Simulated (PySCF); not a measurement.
PySCF input file for CH₉ClOSi₃, SMILES C[Si@@H](Cl)[SiH2][SiH2]O, PBE-D3(BJ)/def2-SVP. Geometry optimised at PBE-D3(BJ)/def2-SVP. The structure was generated by enumeration; whether it is a known compound was not checked. The values are those of a single conformer.

```python
import numpy as np
from pyscf import gto, scf, dft, df
from pyscf.hessian import thermo

mol = gto.M(
    atom='''
    C    -3.13648820    0.84036838    0.30212848
    Si   -1.57055183    0.07680245   -0.41068543
    Cl   -0.55527245    1.54053010   -1.54105237
    Si   -0.00115536   -0.64593601    1.18503264
    Si    2.08081367   -0.66712762    0.09820269
    O     3.15728849   -1.50458913    1.09622484
    H    -2.88667352    1.67752712    0.98335666
    H    -3.78681766    1.22518124   -0.50906226
    H    -3.70177027    0.07680956    0.87550028
    H    -1.91594244   -1.03923793   -1.36054056
    H    -0.36907620   -2.01541701    1.69829151
    H     0.00638152    0.31591836    2.34652748
    H     2.53100409    0.75144549   -0.15019300
    H     1.92437146   -1.33742785   -1.24708978
    H     4.07128558   -1.54165115    0.76283189
    ''',
    basis='def2-SVP',
    charge=0,
    spin=0,
    max_memory=1600,
    verbose=3,
)
mf = dft.RKS(mol, xc='pbe').density_fit(auxbasis='def2-universal-jkfit')
mf.disp = 'd3bj'
mf.grids.level = 3
mf.conv_tol = 1e-11
mf.max_cycle = 100
mf.kernel()

# [left out here: the lines that compute and print the analytic Hessian (its translational invariance restored by hand, since the grid's response is missing), thermochemistry and intensities]
```

Program output:

```
converged SCF energy = -1446.23444574011

WARN: DFTD3 does not support analytical Hessian, using finite difference


WARN: Mole.unit (angstrom) is changed to Bohr

Mode                                 0                   1                   2
Irrep
Freq [cm^-1]                       28.5286             44.2532             66.1654
Reduced mass [au]                   3.6910              4.8464              4.7758
Force const [Dyne/A]                0.0018              0.0056              0.0123
Char temp [K]                      41.0462             63.6705             95.1972
Normal mode                   x     y     z       x     y     z       x     y     z
       0   C                -0.04 -0.10 -0.05   -0.03 -0.02 -0.07    0.02 -0.01  0.05
       1  Si                 0.02 -0.00 -0.01    0.01 -0.02  0.01    0.00  0.01 -0.01
       2  Cl                -0.03  0.05  0.02    0.04 -0.04  0.02   -0.06  0.01 -0.05
       3  Si                 0.03  0.09  0.02   -0.01  0.04  0.05    0.02  0.01 -0.02
       4  Si                 0.01 -0.07 -0.02   -0.03  0.07  0.01    0.06  0.04  0.05
       5   O                -0.00 -0.04  0.01   -0.03 -0.07 -0.12   -0.03 -0.13  0.02
       6   H                -0.12 -0.08 -0.05   -0.06 -0.00 -0.08    0.03 -0.01  0.03
       7   H                -0.05 -0.14 -0.07    0.00 -0.05 -0.11   -0.02 -0.03  0.08
       8   H                -0.01 -0.14 -0.07   -0.04 -0.01 -0.07    0.06 -0.02  0.08
       9   H                 0.11 -0.03 -0.02    0.06 -0.04  0.03   -0.01 -0.00  0.01
      10   H                 0.00  0.14  0.14    0.03  0.03  0.07    0.03 -0.01 -0.06
      11   H                 0.07  0.18 -0.06   -0.02  0.06  0.04   -0.02 -0.02  0.01
      12   H                 0.06 -0.10 -0.13    0.02  0.08  0.14    0.14  0.05  0.23
      13   H                -0.05 -0.15  0.03   -0.09  0.22 -0.06    0.10  0.20 -0.03
      14   H                -0.01 -0.10 -0.00   -0.04 -0.08 -0.15   -0.02 -0.15  0.05
Mode                                 3                   4                   5
Irrep
Freq [cm^-1]                      122.9305            149.5333            161.5465
Reduced mass [au]                   5.4059              3.1044              1.0606
Force const [Dyne/A]                0.0481              0.0409              0.0163
Char temp [K]                     176.8696            215.1452            232.4295
Normal mode                   x     y     z       x     y     z       x     y     z
       0   C                -0.02  0.01  0.03    0.08 -0.09  0.13   -0.01  0.01 -0.00
       1  Si                -0.05 -0.03 -0.00    0.03 -0.01 -0.05   -0.01  0.00  0.00
       2  Cl                 0.03 -0.04  0.06    0.04  0.01 -0.02   -0.01 -0.01 -0.01
       3  Si                 0.02  0.04 -0.07   -0.04  0.03  0.01   -0.00  0.01  0.01
       4  Si                 0.04  0.03 -0.05   -0.05  0.01  0.01    0.01 -0.01  0.02
       5   O                -0.09 -0.01  0.06   -0.04  0.02 -0.01    0.04 -0.01 -0.01
       6   H                 0.02 -0.04  0.07    0.13 -0.17  0.20   -0.01 -0.34  0.42
       7   H                -0.00  0.08  0.05   -0.04 -0.01  0.26    0.26  0.49  0.01
       8   H                -0.06  0.01 -0.01    0.17 -0.17  0.11   -0.29 -0.13 -0.48
       9   H                -0.10  0.01 -0.03    0.00  0.03 -0.09   -0.02  0.01 -0.01
      10   H                 0.12  0.07  0.06   -0.05  0.06  0.07   -0.01  0.02  0.04
      11   H                 0.04  0.13 -0.14   -0.09  0.10 -0.05   -0.01  0.04 -0.01
      12   H                 0.11  0.01 -0.03   -0.05  0.00 -0.02   -0.00 -0.00  0.02
      13   H                 0.11  0.02 -0.05   -0.08 -0.01  0.02   -0.01  0.00  0.01
      14   H                -0.05 -0.04  0.16   -0.05 -0.02 -0.04    0.03  0.02 -0.03
Mode                                 6                   7                   8
Irrep
Freq [cm^-1]                      180.0178            192.9409            198.1739
Reduced mass [au]                   3.3254              1.3012              2.8093
Force const [Dyne/A]                0.0635              0.0285              0.0650
Char temp [K]                     259.0056            277.5991            285.1282
Normal mode                   x     y     z       x     y     z       x     y     z
       0   C                 0.03  0.05  0.00    0.06  0.04 -0.02   -0.10 -0.05  0.04
       1  Si                -0.05 -0.05 -0.06    0.01 -0.05 -0.02   -0.05  0.06  0.01
       2  Cl                -0.01  0.00  0.04   -0.03  0.01  0.02    0.05 -0.02 -0.01
       3  Si                -0.04  0.03 -0.02    0.00 -0.01  0.00   -0.02  0.01 -0.03
       4  Si                 0.02 -0.02  0.05   -0.00  0.02  0.00    0.03 -0.01  0.03
       5   O                 0.11 -0.03 -0.05   -0.00  0.04  0.03    0.08  0.01 -0.01
       6   H                 0.14  0.09 -0.09    0.14  0.04 -0.05   -0.20 -0.03  0.05
       7   H                -0.01  0.03  0.03    0.09  0.09 -0.03   -0.17 -0.13  0.05
[...]
      11   H                -0.00 -0.00 -0.00    0.00  0.00 -0.00   -0.00  0.00  0.00
      12   H                -0.00 -0.00 -0.00    0.00  0.00  0.00   -0.00  0.00  0.00
      13   H                -0.00  0.00  0.00    0.00 -0.00 -0.00    0.00 -0.00 -0.00
      14   H                 0.00 -0.00  0.00   -0.00  0.00 -0.00   -0.00  0.00 -0.00
Mode                                30                  31                  32
Irrep
Freq [cm^-1]                     2120.6459           2133.8689           2136.3509
Reduced mass [au]                   1.0382              1.0410              1.0320
Force const [Dyne/A]                2.7509              2.7927              2.7750
Char temp [K]                    3051.1372           3070.1623           3073.7332
Normal mode                   x     y     z       x     y     z       x     y     z
       0   C                -0.00  0.00 -0.00    0.00  0.00 -0.00   -0.00  0.00 -0.00
       1  Si                -0.00 -0.00 -0.00   -0.00 -0.00  0.00   -0.00 -0.00 -0.00
       2  Cl                 0.00  0.00 -0.00    0.00  0.00 -0.00   -0.00  0.00 -0.00
       3  Si                -0.00 -0.00 -0.00   -0.00  0.01  0.01    0.01  0.01 -0.02
       4  Si                 0.00  0.01  0.03   -0.01 -0.03  0.00   -0.00 -0.01  0.00
       5   O                -0.00 -0.00  0.00   -0.00 -0.00  0.00    0.00 -0.00  0.00
       6   H                 0.00 -0.00 -0.00    0.00 -0.00  0.00   -0.00  0.00 -0.00
       7   H                -0.00  0.00  0.00   -0.00 -0.00  0.00   -0.00  0.00  0.00
       8   H                 0.00 -0.00 -0.00    0.00 -0.00 -0.00   -0.00 -0.00 -0.00
       9   H                 0.01  0.04  0.03    0.00  0.00  0.00    0.02  0.07  0.06
      10   H                 0.01  0.06 -0.02    0.03  0.11 -0.03   -0.18 -0.66  0.24
      11   H                -0.00  0.03  0.03   -0.01 -0.26 -0.31    0.01  0.37  0.42
      12   H                 0.03  0.11 -0.00    0.26  0.83 -0.14    0.11  0.33 -0.06
      13   H                -0.10 -0.44 -0.86   -0.00  0.03  0.08    0.00  0.00  0.02
      14   H                 0.00  0.00 -0.00    0.00 -0.00 -0.00    0.00 -0.00 -0.00
Mode                                33                  34                  35
Irrep
Freq [cm^-1]                     2146.4665           2154.0951           2975.9338
Reduced mass [au]                   1.0451              1.0483              1.0345
Force const [Dyne/A]                2.8369              2.8658              5.3977
Char temp [K]                    3088.2874           3099.2633           4281.7061
Normal mode                   x     y     z       x     y     z       x     y     z
       0   C                 0.00 -0.00  0.00   -0.00  0.00  0.00   -0.04  0.01  0.02
       1  Si                 0.01  0.02  0.02   -0.01 -0.02 -0.01    0.00 -0.00 -0.00
       2  Cl                 0.00  0.00 -0.00    0.00  0.00  0.00   -0.00 -0.00  0.00
       3  Si                -0.00 -0.02 -0.01   -0.00 -0.03 -0.01   -0.00  0.00  0.00
       4  Si                -0.00 -0.01  0.00   -0.00 -0.01 -0.00    0.00 -0.00 -0.00
       5   O                 0.00  0.00  0.00   -0.00  0.00  0.00   -0.00  0.00 -0.00
       6   H                -0.01  0.00  0.00    0.00 -0.00 -0.00   -0.13 -0.39 -0.32
       7   H                 0.00  0.00  0.00   -0.00  0.00 -0.00    0.32 -0.19  0.42
       8   H                -0.00  0.00  0.00    0.00 -0.00 -0.00    0.30  0.43 -0.32
       9   H                -0.16 -0.53 -0.46    0.15  0.48  0.41   -0.00  0.00  0.00
      10   H                 0.09  0.34 -0.13    0.12  0.47 -0.18    0.00  0.00 -0.00
      11   H                 0.00  0.32  0.39    0.00  0.30  0.37    0.00  0.00 -0.00
      12   H                 0.05  0.17 -0.03    0.04  0.13 -0.02   -0.00  0.00  0.00
      13   H                 0.00  0.01  0.02    0.01  0.05  0.10    0.00  0.00 -0.00
      14   H                 0.00 -0.00 -0.00   -0.00 -0.00 -0.00   -0.00 -0.00  0.00
Mode                                36                  37                  38
Irrep
Freq [cm^-1]                     3078.2084           3089.3043           3747.8904
Reduced mass [au]                   1.1024              1.1034              1.0667
Force const [Dyne/A]                6.1541              6.2044              8.8279
Char temp [K]                    4428.8565           4444.8211           5392.3798
Normal mode                   x     y     z       x     y     z       x     y     z
       0   C                -0.01 -0.07  0.05    0.05  0.04  0.06    0.00  0.00 -0.00
       1  Si                -0.00 -0.00  0.00    0.00  0.00  0.00   -0.00 -0.00  0.00
       2  Cl                 0.00  0.00 -0.00   -0.00 -0.00 -0.00    0.00 -0.00  0.00
       3  Si                -0.00  0.00 -0.00   -0.00  0.00 -0.00   -0.00  0.00 -0.00
       4  Si                -0.00  0.00  0.00   -0.00 -0.00 -0.00   -0.00 -0.00  0.00
       5   O                -0.00  0.00  0.00   -0.00 -0.00  0.00   -0.06  0.00  0.02
       6   H                 0.06  0.18  0.17   -0.17 -0.58 -0.47   -0.00  0.00  0.00
       7   H                -0.34  0.19 -0.41   -0.31  0.20 -0.39    0.00 -0.00  0.00
       8   H                 0.37  0.49 -0.37   -0.07 -0.10  0.09   -0.00 -0.00 -0.00
       9   H                -0.00  0.00  0.00   -0.00 -0.00 -0.00    0.00 -0.00 -0.00
      10   H                 0.00  0.00 -0.00    0.00 -0.00 -0.00    0.00 -0.00 -0.00
      11   H                 0.00 -0.00 -0.00   -0.00 -0.00 -0.00    0.00 -0.00 -0.00
      12   H                 0.00  0.00 -0.00    0.00 -0.00  0.00    0.00 -0.00  0.00
      13   H                 0.00 -0.00 -0.00    0.00  0.00 -0.00    0.00 -0.00  0.00
      14   H                 0.00  0.00 -0.00    0.00  0.00 -0.00    0.91 -0.05 -0.31
temperature 298.1500 [K]
pressure 101325.00 [Pa]
Rotational constants [GHz] 2.41694 0.73231 0.59044
Symmetry number 1
Zero-point energy (ZPE) 0.09298 [Eh]   244111.231 [J/mol]
                           tot       elec      trans        rot        vib
Entropy [J/mol/K]       456.824      0.000    171.789    125.979    159.056
Cv [J/mol/K]            167.470      0.000     12.472     12.472    142.527
Cp [J/mol/K]            175.784      0.000     20.786     12.472    142.527
Internal energy [J/mol]                      3718.434   3718.434 267497.790
Internal energy [Eh]   -1446.12973  -1446.23445
Enthalpy [J/mol]                             6197.391   3718.434 267497.790
Enthalpy [Eh]          -1446.12878
Gibbs free energy [J/mol]                  -45021.446 -33842.209 220075.279
Gibbs free energy [Eh] -1446.18066
mode   freq/cm-1   IR/(km/mol)
   1       28.53         1.328
   2       44.25         0.594
   3       66.17         1.359
   4      122.93         0.158
   5      149.53         0.729
   6      161.55         0.004
   7      180.02         3.157
   8      192.94        82.953
   9      198.17        22.117
  10      331.16        19.769
  11      392.87         3.525
  12      438.68         5.101
  13      480.66        20.918
  14      506.42        38.410
  15      604.25       206.893
  16      621.60        73.078
  17      655.14        13.471
  18      710.10        14.529
  19      710.70        15.751
  20      717.87        31.112
  21      768.49       148.534
  22      794.80       101.255
  23      811.39        62.823
  24      858.05        84.478
  25      873.73       140.913
  26      901.77        98.257
  27      944.63        81.106
  28     1210.50        13.873
  29     1373.02         4.651
  30     1379.52         4.610
  31     2120.65        85.675
  32     2133.87        86.099
  33     2136.35        45.708
  34     2146.47        11.478
  35     2154.10       186.753
  36     2975.93         1.053
  37     3078.21         0.861
  38     3089.30         0.427
  39     3747.89        73.891
max |gradient| / (hartree/bohr): 4.4411768846097524e-05
APT charges: [-0.3791  1.1074 -0.5162  0.3608  1.1117 -0.8042  0.0384  0.0121  0.0338
 -0.2733 -0.2122 -0.2083 -0.2692 -0.2766  0.2749]
```

The calculation finished and met its thresholds.

Cost: roughly 8 core-minutes.
